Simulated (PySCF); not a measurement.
Fractional electron number in Ca²⁺ (calcium, charge +2)

The 3p beta orbital of [Ar] is emptied in steps (occupation f), with all orbitals relaxed, ending at [Ne] 3s2 3p5. Calculation: PySCF 2.14, in def2-TZVPPD (6s5p3d, 36 functions); the non-relativistic Hamiltonian (point nucleus). The exact energy is a straight line in f; departures are measured from the line between the end points of the same method.

Problem. Among UHF, LDA, PBE, PBE0, r2SCAN, LC-wPBE, BHandHLYP, wB97X, MN15, TPSS, which shows the largest delocalisation error (convex curve), and which is closest to linear?

Solution. Most convex: LDA (-1.931 eV at f = 0.4); closest to linear: UHF (0.301 eV).

```json
{"f": "1", "UHF (eV)": "0.000", "LDA (eV)": "0.000", "PBE (eV)": "0.000", "PBE0 (eV)": "0.000", "r2SCAN (eV)": "0.000", "LC-wPBE (eV)": "0.000", "BHandHLYP (eV)": "0.000", "wB97X (eV)": "0.000", "MN15 (eV)": "0.000", "TPSS (eV)": "0.000"}
{"f": "0.8", "UHF (eV)": "0.207", "LDA (eV)": "-1.285", "PBE (eV)": "-1.249", "PBE0 (eV)": "-0.889", "r2SCAN (eV)": "-1.152", "LC-wPBE (eV)": "-0.429", "BHandHLYP (eV)": "-0.536", "wB97X (eV)": "-0.476", "MN15 (eV)": "-0.760", "TPSS (eV)": "-1.217"}
{"f": "0.6", "UHF (eV)": "0.306", "LDA (eV)": "-1.930", "PBE (eV)": "-1.870", "PBE0 (eV)": "-1.330", "r2SCAN (eV)": "-1.709", "LC-wPBE (eV)": "-0.639", "BHandHLYP (eV)": "-0.804", "wB97X (eV)": "-0.708", "MN15 (eV)": "-1.128", "TPSS (eV)": "-1.820"}
{"f": "0.4", "UHF (eV)": "0.301", "LDA (eV)": "-1.931", "PBE (eV)": "-1.864", "PBE0 (eV)": "-1.324", "r2SCAN (eV)": "-1.686", "LC-wPBE (eV)": "-0.632", "BHandHLYP (eV)": "-0.805", "wB97X (eV)": "-0.700", "MN15 (eV)": "-1.114", "TPSS (eV)": "-1.814"}
{"f": "0.2", "UHF (eV)": "0.198", "LDA (eV)": "-1.287", "PBE (eV)": "-1.237", "PBE0 (eV)": "-0.878", "r2SCAN (eV)": "-1.108", "LC-wPBE (eV)": "-0.414", "BHandHLYP (eV)": "-0.538", "wB97X (eV)": "-0.461", "MN15 (eV)": "-0.731", "TPSS (eV)": "-1.203"}
{"f": "0", "UHF (eV)": "0.000", "LDA (eV)": "0.000", "PBE (eV)": "0.000", "PBE0 (eV)": "0.000", "r2SCAN (eV)": "0.000", "LC-wPBE (eV)": "0.000", "BHandHLYP (eV)": "0.000", "wB97X (eV)": "0.000", "MN15 (eV)": "0.000", "TPSS (eV)": "0.000"}
```

```tsv
method	E(f=0) − E(f=1) (eV)	−ε at f=1 (eV)	−ε at f=0.4 (eV)
UHF	49.751	51.069	49.476
LDA	51.140	43.120	52.748
PBE	50.874	43.064	52.463
PBE0	50.947	45.379	52.083
r2SCAN	51.028	43.767	52.557
LC-wPBE	51.040	48.344	51.608
BHandHLYP	50.874	47.529	51.539
wB97X	50.904	47.911	51.532
MN15	51.181	46.396	52.187
TPSS	50.905	43.291	52.457
```

Reference removal energy between the ground levels: 50.913 eV (measured; NIST Atomic Spectra Database, ionization energies). The calculation has no spin-orbit coupling. UHF lacks correlation.
